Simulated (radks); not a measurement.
Trend from C4+ to Pb4+: ionisation energy by Delta-SCF between NIST ground configurations, and size. All-electron calculation, Dirac Kohn-Sham, PBE, spin-unpolarised, spherical densities, finite nucleus; open shells are shared between the two j in proportion to 2j + 1; Fermi nuclear charge, rms radius of each element as measured or else 0.836 A^(1/3) + 0.57 fm. Program: a radial shooting solver on a logarithmic mesh with Libxc functionals.

| species | configuration | IE (eV) | NIST (eV) | kind | outermost | <r> outermost (bohr) | r at 0.001 e/bohr^3 (bohr) |
|---|---|---|---|---|---|---|---|
| C4+ | [He] | 399.51 | 392.09 | theory | 1s1/2 | 0.268 | 1.06 |
| Si4+ | [Ne] | 168.04 | 166.77 | exp. | 2s1/2 | 0.564 | 1.79 |
| Ge4+ | [Ar] 3d10 | 90.976 | 90.50 | exp. | 3d5/2 | 0.719 | 2.36 |
| Sn4+ | [Kr] 4d10 | 77.024 | 77.03 | exp. | 4d5/2 | 1.07 | 2.77 |
| Pb4+ | [Xe] 4f14 5d10 | 69.753 | 68.8 | semi-emp. | 5d5/2 | 1.28 | 3.01 |

Reference values: NIST Atomic Spectra Database (exp. = measured, semi-emp. = semi-empirical, theory = theoretical value adopted there). Spin polarisation and multiplet splitting are left out, so open shells lie too high by an amount that depends on their filling. Sharing an open shell by 2j + 1 raises it above the true ground level by a part of the spin-orbit splitting, which enters the differences from NIST.

Beside tabulated values, note that spin-unpolarised runs miss the spin-polarisation part of the exchange energy of open shells.
